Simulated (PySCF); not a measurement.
## How the method changes the constants of BeHg

State: ¹Σ⁺ (singlet), closed shell. Set-up: basis Be def2-SVP, Hg def2-SVP with ECP60; scalar-relativistic core potentials; PySCF 2.14. De refers to Be + Hg in their ground configurations, without counterpoise correction. A positive dipole means Be(−)Hg(+). Levels whose curve was spin-contaminated or gave no clean fit are not listed.

| Level | Re (Å) | ωe (cm⁻¹) | De (eV) | μ (D) |
| --- | --- | --- | --- | --- |
| PBE | 2.937 | 131 | 0.108 | 0.41 |
| TPSS | 3.065 | 97.3 | 0.060 | 0.46 |
| r²SCAN | 2.932 | 127 | 0.102 | 0.42 |
| PBE0 | 3.103 | 98.0 | 0.064 | 0.31 |
| HSE06 | 3.067 | 107 | 0.077 | 0.30 |

The bond length runs from 2.932 Å (r²SCAN) to 3.103 Å (PBE0). De spans 0.06 eV (TPSS, meta-GGA) to 0.11 eV (PBE, GGA).

Closed-shell solutions of metal pairs were not tested for spin polarisation, which can lower them a little. The bond is weak. Basis-set superposition, not corrected here, can be much of De in a small basis, most of all at correlated wavefunction levels. Functionals without a dispersion term scatter widely for such bonds, and LDA overbinds them. Spin–orbit coupling is left out.
